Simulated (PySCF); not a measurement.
A PySCF script (with the pyscf-properties extension) for the NMR shieldings of SMILES CC[SiH2]C1=CO[BH2-][O+]=C1, C5H11BO2Si, on a GFN2-xTB geometry:

```python
import basis_set_exchange as bse
import numpy as np
from pyscf import gto, dft
from pyscf.prop import nmr

atoms = """
C     2.336815   -1.065486    0.524159
C     2.374974    0.374273    0.017388
Si    0.887758    1.413355    0.604941
C    -0.696243    0.566310    0.061296
C    -1.280641    0.793333   -1.184865
O    -2.318087    0.240202   -1.635303
B    -3.073150   -0.828913   -0.822077
O    -2.419832   -0.980417    0.564822
C    -1.374619   -0.347230    0.868364
H     2.354609   -1.091600    1.611430
H     1.433422   -1.570266    0.187026
H     3.194911   -1.627147    0.158954
H     2.405649    0.363906   -1.074436
H     3.305022    0.841124    0.344392
H     0.873893    1.514150    2.069114
H     0.945494    2.748601    0.000162
H    -0.819741    1.525538   -1.852941
H    -2.959324   -1.868135   -1.391386
H    -4.186028   -0.445686   -0.661988
H    -0.990029   -0.545231    1.872158
"""
names = dict.fromkeys(["C", "Si", "O", "B", "H"], "pcSseg-1")
basis = {el: gto.basis.parse(bse.get_basis(n, elements=[el], fmt="nwchem")) for el, n in names.items()}
mol = gto.M(atom=atoms, basis=basis, charge=0, verbose=0)
mf = dft.RKS(mol, xc="PBE0")
mf.grids.level = 2
mf.grids.alignment = dft.numint.BLKSIZE   # the property module wants whole blocks of grid points
mf.conv_tol = 1e-9
mf.kernel()

calc = nmr.RKS(mf)   # GIAO
C = mf.mo_coeff
Co = C[:, mf.mo_occ > 0]
resp = mf.gen_response(singlet=True, hermi=2)
def vind(x):   # induced exchange potential for any number of trial vectors
    d = np.einsum("pi,xij,qj->xpq", C, 2 * x.reshape(-1, C.shape[1], Co.shape[1]), Co, optimize=True)
    return np.einsum("xpq,pi,qj->xij", resp(d - d.transpose(0, 2, 1)), C, Co, optimize=True).ravel()
mo1, _ = nmr.rhf.solve_mo1(calc, with_cphf=vind)
sigma = calc.kernel(mo1)
for i, s in enumerate(sigma):   # ppm
    print("%2d %-2s %9.2f" % (i, mol.atom_pure_symbol(i), np.trace(s) / 3))
```

Problem. Give the expected output.

Solution. 
```
 0 C     177.07
 1 C     177.83
 2 Si    390.63
 3 C      85.92
 4 C      -4.85
 5 O      39.17
 6 B      97.37
 7 O      41.14
 8 C      -5.27
 9 H      30.98
10 H      30.60
11 H      30.23
12 H      31.07
13 H      30.98
14 H      27.54
15 H      27.29
16 H      24.02
17 H      27.45
18 H      27.47
19 H      24.03
```

These numbers come from an equivalent density-fitted implementation of the same equations, which agrees with the script to about 0.01 ppm for H and up to a few tenths of a ppm for heavy atoms, so last digits may differ.

Size and cost of the density-fitted run: 215 basis functions, 3.2 min wall time (2.8 min CPU) on 1 thread of an Intel Xeon, shared host; peak memory 1 GiB.
